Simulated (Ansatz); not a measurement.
Consider the hydrogenolysis of a Ga–C bond: `C[O][GaH][CH3]` + H₂ → `C[O][GaH2]` + CH₄.

Calculated with Ansatz (gas phase, PBE0-D4/def2-TZVP geometries, no zero-point term in ΔE). CCSD(T)/CBS is the MP2 limit (def2-TZVPP, def2-QZVPP) plus CCSD(T) − MP2 in def2-TZVPP, frozen cores. This one scheme is used for every species. For Ga outer-core shells are correlated without core-valence functions, which leaves a few kJ/mol of doubt a bond. Scalar relativity is left out up to krypton. Each species was taken in one conformer, which may not be the lowest.

`C[O][GaH][CH3]`:

Cartesian coordinates in Å:
```
C -1.313 0.602 1.142
O 0.051 0.901 1.232
Ga 1.292 0.291 0.095
C 0.687 -0.871 -1.366
H -1.896 1.524 1.029
H -1.653 0.106 2.060
H -1.563 -0.055 0.297
H 2.719 0.800 0.461
H 0.217 -1.772 -0.965
H 1.518 -1.169 -2.006
H -0.058 -0.357 -1.979
```

H₂:

Cartesian coordinates in Å:
```
H 0.095 0.109 -0.344
H -0.095 -0.109 0.344
```

`C[O][GaH2]`:

Z-matrix (Å, degrees):
```
C
O 1 1.402
H 1 1.099 2 113.2
H 1 1.096 2 110.0 3 120.7
H 1 1.096 2 110.0 3 -120.7
Ga 2 1.782 1 123.8 3 0.0
H 6 1.565 2 115.8 1 -0.0
H 6 1.555 2 113.9 1 180.0
```

CH₄:

Cartesian coordinates in Å:
```
C 0.000 0.000 0.000
H 0.350 -0.582 0.853
H 0.390 -0.434 -0.920
H 0.350 1.028 0.093
H -1.089 -0.012 -0.026
```

```
         species  CCSD(T)/CBS(def2) energy (Eh)
`C[O][GaH][CH3]`                    -2079.44369
              H₂                       -1.17544
    `C[O][GaH2]`                    -2040.16771
             CH₄                      -40.46206
```

(1) Work out ΔE.

Largest T1 diagnostic among the species: 0.015.

Answers

(1) ΔE = (-2040.16771) + (-40.46206) − (-2079.44369) − (-1.17544) = -0.01064 Eh = -27.9 kJ/mol.

The D4 term adds +7.5 kJ/mol with B3LYP and +4.2 kJ/mol with PBE0; it sums over pairs of atoms, weighted by their polarisabilities, and B3LYP, whose exchange is more repulsive, gets the larger term. At CCSD(T), def2-SVP lies −16.6 kJ/mol from the extrapolated value and def2-TZVPP −3.4 kJ/mol. From BLYP to BHLYP (50 % exact exchange), in def2-TZVPP and without D4, ΔE moves by −4.4 kJ/mol.

B3LYP here is the variant with VWN-RPA as its local correlation; programs differ in this.
